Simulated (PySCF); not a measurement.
# A small calculation by hand: chemical shift, span and skew from a shielding tensor

C3H10OSi2, SMILES C[SiH2][SiH2]C(C)=O. Atoms are numbered in the order given.

```xyz
16

C      0.3380     3.2548     0.0000
Si    -0.5736     1.6017     0.0000
Si     0.9145    -0.1928     0.0000
C     -0.2310    -1.7607     0.0000
C      0.3596    -3.1533     0.0000
O     -1.4320    -1.5745     0.0000
H      0.9777     3.3515     0.8916
H      0.9777     3.3515    -0.8916
H     -0.3747     4.0947     0.0000
H     -1.4332     1.4869     1.2145
H     -1.4332     1.4869    -1.2145
H      1.8049    -0.2354    -1.2026
H      1.8049    -0.2354     1.2026
H      1.0021    -3.2853    -0.8864
H     -0.4438    -3.9044     0.0000
H      1.0021    -3.2853     0.8864
```
Charge 0, spin multiplicity 1.

Geometry: ωB97X-D3(BJ)/def2-SVP. The structure was generated by enumeration, and PubChem lists no compound with its InChIKey, so it may never have been made. One conformer was computed; it need not be the lowest.

GIAO shieldings from PBE/pcSseg-1 in PySCF, non-relativistic, no solvent. The symmetric part of the tensor of C5 has the principal values 103.8, 120.1, 186.2 ppm. The same nucleus in TMS has σ = 182.0 ppm at this level (PySCF, at its B3LYP-D3(BJ)/def2-TZVP geometry).

**Question.** Work out the isotropic shielding, the ¹³C shift against TMS, the span and the skew.

**Answer.** 
σ(iso) = (σ11 + σ22 + σ33)/3 = 136.7 ppm. δ = σ(ref) − σ(iso) = 182.0 − (136.7) = 45.3 ppm.
Span Ω = σ33 − σ11 = 82.4 ppm. Skew κ = 3(σ(iso) − σ22)/Ω = 0.60. Tumbling in solution averages the tensor to δ; in a static solid the shielding alone would spread this spin-1/2 line over Ω.
